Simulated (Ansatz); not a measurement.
Reactions of `NCB[TeH]`.

Program: Ansatz. Geometries: PBE0-D4/def2-TZVP. ΔE: electronic, gas phase. CBS: MP2 limit from def2 TZ/QZ plus the TZ coupled-cluster correction, frozen cores. Elements past krypton have def2 core potentials. For Te outer-core shells are correlated without core-valence functions, which leaves a few kJ/mol of doubt a bond. One conformer a species, not always the lowest.

**Question.** Order these by ΔE at CCSD(T)/CBS, lowest first. (Estimate.)
A. `NCB[TeH]` + `CN[SiH3]` → `CN[SiH2]CN` + `B[TeH]`
B. `NCB[TeH]` + `C=C=CF` → `C=C=C(F)CN` + `B[TeH]`
C. `NCB[TeH]` + CH₃NH₂ → `CNBCN` + H₂Te

**Answer.** C (-0.69 eV), A (+0.05 eV), B (+0.16 eV).

Largest T1 diagnostic: 0.015, for `B[TeH]`.
